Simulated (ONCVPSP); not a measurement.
titanium (Ti): excitation energies, all-electron against ONCV

ONCVPSP 4.0.1 input, shortened (lines: element, Z, core and valence counts, functional; n l f; lmax; l rc ep ncon nbas qcut; lloc lpopt rc5 dvloc0; l nproj debl; icmod fcfact rcfact), PBE, scalar-relativistic:

```
  Ti 22.00    5    1        4      upf
    1    0    2.00
    2    0    2.00
    2    1    6.00
    3    0    2.00
    3    1    6.00
    3    2    2.00
    2
    0    2.00    0.07    4    7    2.70
    1    2.25    0.33    3    6    3.90
    2    2.10    0.00    3    8    7.70
    4    1    1.90    4.00
    0    1    3.00
    1    1    1.90
    2    2    1.20
    0    0.00    0.00
```

In the s channel the program set the typed energies aside and used 0.050 Ha. In the p channel the program set the typed energies aside and used 0.050 Ha.

Energies are relative to the spin-unpolarised reference configuration 3d2; without spin polarisation the order of configurations can differ from experiment.

```
valence configuration  charge  ΔE all-electron (eV)  error AE − PS (meV)
              3d2 4s2       0               -20.919                +1056
                  3d1      +3                26.948                 +250
                  3d3      +1               -13.524                  +92
```

What are ΔE and the potential's error for 3d2 4s1?

ΔE = -13.572 eV all-electron; the error (AE − PS) is +517 meV.
